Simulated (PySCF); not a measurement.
C2H4BCl.
Atom-mapped SMILES: `[BH2:1][C:2](=[CH2:3])[Cl:4]` (hydrogens: H5, H6 on B1; H7, H8 on C3)

Computed by this run: PBE0-D3(BJ)/def2-SVP geometry optimisation, gas phase in PySCF 2.14.0; density fitting, grid level 1; the optimiser is geomeTRIC in internal coordinates, started from a GFN2-xTB structure with every atom displaced at random (about 0.01 Å).

The end geometry, which sets the zero of energy:
```
atom  x, y, z in Å
B1      2.0389    2.2345    0.9960
C2      0.5199    2.2464    0.7218
C3     -0.5490    1.5461    0.3739
Cl4     0.4456    3.9917    1.0939
H5      2.8048    2.4847    0.0978
H6      2.4383    2.0339    2.1166
H7     -0.4351    0.4803    0.1597
H8     -1.5426    1.9916    0.2913
```

Question: These geometries come from the run, each turned onto the end geometry. Order them by energy, lowest first.
A.
```
atom  x, y, z in Å
B1      2.0491    2.2390    0.9970
C2      0.5324    2.2043    0.7160
C3     -0.5531    1.5339    0.3703
Cl4     0.4693    3.9818    1.0976
H5      2.8057    2.5125    0.0989
H6      2.4334    2.0646    2.1273
H7     -0.4811    0.4656    0.1465
H8     -1.5350    2.0074    0.2974
```
B.
```
atom  x, y, z in Å
B1      2.0305    2.3325    1.0253
C2      0.5258    2.1270    0.7025
C3     -0.5948    1.5186    0.3587
Cl4     0.6540    3.8604    1.1047
H5      2.7524    2.5657    0.1311
H6      2.4035    2.1344    2.0986
H7     -0.5297    0.4652    0.1374
H8     -1.5211    2.0053    0.2929
```
C.
```
atom  x, y, z in Å
B1      2.0438    2.2486    0.9991
C2      0.5245    2.2205    0.7175
C3     -0.5585    1.5442    0.3709
Cl4     0.4599    3.9760    1.0949
H5      2.8082    2.4936    0.0972
H6      2.4356    2.0479    2.1214
H7     -0.4478    0.4779    0.1549
H8     -1.5450    2.0004    0.2952
```
D.
```
atom  x, y, z in Å
B1      2.0439    2.2175    0.9909
C2      0.5380    2.1949    0.7157
C3     -0.5535    1.5363    0.3720
Cl4     0.4880    3.9918    1.1041
H5      2.7875    2.5204    0.0975
H6      2.4238    2.0727    2.1286
H7     -0.4606    0.4703    0.1520
H8     -1.5466    2.0052    0.2903
```

Answer: C (0.003 eV), A (0.008 eV), D (0.031 eV), B (0.195 eV).

In the order of the answer:

```
step  E above end (eV)  largest force (eV/Å)  rms force component (eV/Å)  rms distance from end (Å)  rms bond change (Å)  bond most changed (Å)
   3             0.003                  0.25                       0.076                      0.016                0.004          C2–Cl4 +0.011
   2             0.008                  0.39                       0.121                      0.031                0.013          C2–Cl4 +0.033
   1             0.031                  0.72                       0.252                      0.035                0.021          C2–Cl4 +0.053
   0             0.195                  1.75                       0.742                      0.123                0.030           B1–H6 -0.053
```

Run on one thread of an Arm Neoverse V1, shared host with 32 logical CPUs at a one-minute load of 26.
